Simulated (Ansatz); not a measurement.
**SnH2F2 (SMILES [F][SnH2][F]): the energy to break a bond**

The species is SnH2F2 (5 atoms), meant as a singlet with charge 0. SMILES: `[F][SnH2][F]`. Geometry: optimised at r2SCAN/def2-SVP.

```xyz
5

F    -0.3482   -0.3601    1.7624
Sn    0.1323   -0.0749   -0.0884
F    -1.2463    1.1242   -0.7204
H    -0.0834   -1.5570   -0.8965
H     1.5956    0.7939   -0.0984
```

Wanted: the dissociation energy of the Sn2–F1 bond into doublet SnH2F and doublet F (shapes relaxed at r2SCAN/def2-SVP, no zero-point term). 1 Eh = 2625.50 kJ/mol = 27.2114 eV. Totals in Eh; open shells run unrestricted unless said.

| level | program | SnH2F2 | doublet SnH2F | doublet F |
| --- | --- | --- | --- | --- |
| r2SCAN/def2-TZVPP (core potential) | Ansatz | -415.326942 | -315.412643 | -99.727635 |
| PBE0-D4/def2-TZVPP (core potential) | Ansatz | -415.140624 | -315.280519 | -99.676173 |
| MP2/def2-TZVPP (core potential), 6 core orbitals frozen | Ansatz | -414.361979 | -314.553557 | -99.609588 |

Task: Work out the dissociation energy at each level.

Result: 
1. r2SCAN/def2-TZVPP (core potential): (-315.412643) + (-99.727635) − (-415.326942) = 0.186664 Eh = 490.1 kJ/mol = 5.08 eV.
2. PBE0-D4/def2-TZVPP (core potential): (-315.280519) + (-99.676173) − (-415.140624) = 0.183932 Eh = 482.9 kJ/mol = 5.01 eV.
3. MP2/def2-TZVPP (core potential): (-314.553557) + (-99.609588) − (-414.361979) = 0.198834 Eh = 522.0 kJ/mol = 5.41 eV.

The levels span 483 to 522 kJ/mol; no measured value is set beside them. A bond enthalpy at 298 K also holds the loss of zero-point energy and thermal terms.
